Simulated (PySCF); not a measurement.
Compound: 1,3-dioxolane, C3H6O2.
SMILES: `C1COCO1`

The closed-shell ground state was solved at several levels (PySCF, density fitting, gas phase, non-relativistic). Isolated species at its GFN2-xTB geometry (one conformer only).

```csv
level,basis functions,total energy (Eh),HOMO (eV),LUMO (eV),gap (eV),dipole (D)
B3LYP/pcJ-1,195,-268.3559,-7.32,1.09,8.41,1.55
PBE0/pcSseg-1,115,-268.0179,-7.58,1.39,8.97,1.57
```

(1) What might PBE0/def2-SVPD (154 basis functions) give for the same quantities?

(2) How far do the dipole and the HOMO energy spread over the levels?

Answers

(1) Total energy -267.8695 Eh, HOMO -7.71 eV, LUMO 0.69 eV, gap 8.40 eV, dipole 1.54 D.

(2) The dipole runs from 1.54 to 1.57 D (mean 1.55 D) and the HOMO from -7.71 to -7.32 eV.


Cubane, C₈H₈.
InChI=1S/C8H8/c1-2-5-3(1)7-4(1)6(2)8(5)7/h1-8H

The closed-shell ground state was solved at several levels (PySCF, density fitting, gas phase, non-relativistic). Isolated species at its PBE0-D3(BJ)/def2-SVP geometry, gas phase. The dipole stays under 0.02 D at every level.

```
              level  basis functions  total energy (Eh)  HOMO (eV)  LUMO (eV)  gap (eV)
CAM-B3LYP/def2-SVPD              224          -309.0781      -8.78       1.55     10.33
      PBE0/pcSseg-1              176          -309.0685      -7.44       1.42      8.86
```

Q: What might B3LYP/pcJ-1 (296 basis functions) give for the same quantities?

A: Total energy -309.4699 Eh, HOMO -7.23 eV, LUMO 1.15 eV, gap 8.38 eV.

Q: Over all these levels, which gives the widest orbital gap and which the narrowest?

A: CAM-B3LYP/def2-SVPD (range-separated hybrid) has the widest, 10.33 eV, and B3LYP/pcJ-1 (global hybrid, 20 % exact exchange) the narrowest, 8.38 eV. Functional and basis both differ between the two, so the spread mixes both effects.
